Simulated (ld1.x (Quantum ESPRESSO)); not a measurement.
What one change does to a pseudopotential (cobalt, PAW)

- Element: Co (Z = 27)
- Generator: ld1.x (Quantum ESPRESSO) 7.5
- Type: PAW
- Functional: LDA (PZ)
- Relativity: scalar-relativistic
- Frozen core: [Ar]
- Valence charge: 9
- Reference configuration: 3d7 4s2 4p0
- Partial waves: 4s (bound): rcut 2.45, rcutus 2.65 bohr; 4s channel at 1.5 Ry: rcut 2.45, rcutus 2.65 bohr; 4p (bound, empty): rcut 2.75, rcutus 3.75 bohr; 4p channel at 4.4 Ry: rcut 2.75, rcutus 3.75 bohr; 3d (bound): rcut 0.80, rcutus 1.10 bohr; 3d channel at 0.6 Ry: rcut 0.80, rcutus 1.10 bohr
- Local potential: all-electron potential smoothed inside 0.95 bohr (lloc = -2)
- Core correction: Bessel-smoothed model core, default radius (core density twice the valence density)
- Augmentation charge: BESSEL, radius 0.85 bohr

All-electron outer shells of the reference configuration (LDA (PZ), scalar-relativistic, ld1.x):

| shell | level (eV) | outermost node (bohr) | outermost maximum (bohr) |
| --- | --- | --- | --- |
| 3s | -101.87 | 0.31 | 0.67 |
| 3p | -65.51 | 0.28 | 0.68 |
| 3d | -8.46 | – | 0.66 |
| 4s | -5.68 | 0.96 | 2.29 |
| 4p | -1.39 | 1.05 | 3.21 |

Change: all radii but the core radius scaled by about 1.15 (s 3.04, p 4.30, d 1.26 bohr, rcut 2.80/3.14/0.92); local potential all-electron potential smoothed inside 1.08 bohr (lloc = -2); augmentation BESSEL, radius 0.98 bohr.

Cutoffs: the cutoffs (Ry, on a coarse ladder) from which the occupation-weighted sum of valence levels, in a spherical-Bessel basis at the reference potential, stays within 10 and 1 mRy of its value at 400 Ry; they do not see the model core or the augmentation charge, which bear on the density cutoff. Errors are all-electron minus pseudo energies relative to the spin-unpolarised reference configuration.

Problem. What does the change do?

Solution. The potential gets softer (90 Ry and 160 Ry → 70 Ry and 120 Ry); the bound ghosts move from s to p, s; the number of tests that count goes from 9 to 3 (the test run of the changed file stopped, so its transferability is not established); of the 3 tests that both files solve, the error grows in 2 and shrinks in 1 by more than 15 % and 0.3 meV (median size 78.9 → 112.0 meV). A larger radius leaves more room for a smooth pseudo-wave, so fewer plane waves are needed.

| quantity | base | changed |
| --- | --- | --- |
| cutoff, loose | 90 Ry | 70 Ry |
| cutoff, tight | 160 Ry | 120 Ry |
| loose cutoff by channel (10 mRy a level) | s 6 Ry, d 80 Ry | s 6 Ry, d 60 Ry |
| bound ghosts | s | p, s |
| tests counted (converged, no solver errors) | 9 of 9 | 3 of 9 (the test run stopped) |
| error for 3d7 4s1 4p0, meV [ΔE 9.30 eV] | +29 | +2.0 |
| error for 3d7 4s0 4p0, meV [ΔE 26.38 eV] | +311 | +445 |
| error for 3d6 4s0 4p0, meV [ΔE 62.57 eV] | -79 | -112 |
| lowest overlap eigenvalue by channel | s 0.15, p 0.33, d 0.89 | s 0.26, p 0.06, d 0.98 |

Changed file: These tests converged, but a pseudo level misses the all-electron one widely, so the file describes the atom poorly there or has found another state: 3d7 4s0 4p0: empty 4p by 6.6 eV (a node warning on the way); 3d6 4s0 4p0: empty 4p by 9.7 eV. A true bound ghost makes a file unfit for plane-wave use even where its test errors are small: the radial tests pick states by their node count and pass the ghost by.
